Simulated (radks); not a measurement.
The numbers below are computed, except where a source is named.
Ge1.5+, configuration [Ar] 3d10 4s2 4p(up 0.5, down 0) (fractional occupations, a model configuration). Code: a radial shooting solver on a logarithmic mesh with Libxc functionals. Model: scalar-relativistic Kohn-Sham, r2SCAN, spin-polarised, spherical densities, finite nucleus; meta-GGA in the generalised Kohn-Sham scheme; Fermi nuclear charge, rms radius 4.0742 fm.

Normalised radial functions P(r) = r R(r), r in bohr:

r	3p up	3p down	3d up
0.00404	0.0064	0.0064	0.0000
0.005303	0.0106	0.0106	0.0001
0.006961	0.0174	0.0174	0.0001
0.009137	0.0285	0.0285	0.0003
0.01199	0.0463	0.0463	0.0007
0.01574	0.0742	0.0742	0.0015
0.0205	0.1153	0.1153	0.0031
0.02691	0.1776	0.1776	0.0066
0.03532	0.2650	0.2650	0.0137
0.04635	0.3791	0.3791	0.0276
0.06084	0.5123	0.5123	0.0540
0.07986	0.6399	0.6399	0.1019
0.1048	0.7126	0.7126	0.1833
0.1365	0.6631	0.6631	0.3065
0.1792	0.4200	0.4199	0.4855
0.2352	-0.0357	-0.0357	0.7068
0.3087	-0.6177	-0.6176	0.9342
0.4052	-1.1264	-1.1264	1.1052
0.5318	-1.3449	-1.3449	1.1533
0.6925	-1.2075	-1.2076	1.0549
0.909	-0.8324	-0.8325	0.8390
1.193	-0.4346	-0.4347	0.5765
1.566	-0.1654	-0.1651	0.3366
2.056	-0.0439	-0.0434	0.1631
2.698	-0.0075	-0.0074	0.0621
3.513	-0.0008	-0.0008	0.0178
4.612	0.0000	0.0000	0.0030
6.053	0.0000	0.0000	0.0003
7.945	0.0000	0.0000	0.0000

3p up: eigenvalue -133.29 eV, 1 radial node at r = 0.231 bohr, <r> = 0.646 bohr, 90 % of the charge inside 0.993 bohr. 3p down: eigenvalue -133.27 eV, 1 radial node at r = 0.231 bohr, <r> = 0.646 bohr, 90 % of the charge inside 0.993 bohr. 3d up: eigenvalue -44.378 eV, 0 radial nodes, <r> = 0.733 bohr, 90 % of the charge inside 1.24 bohr.
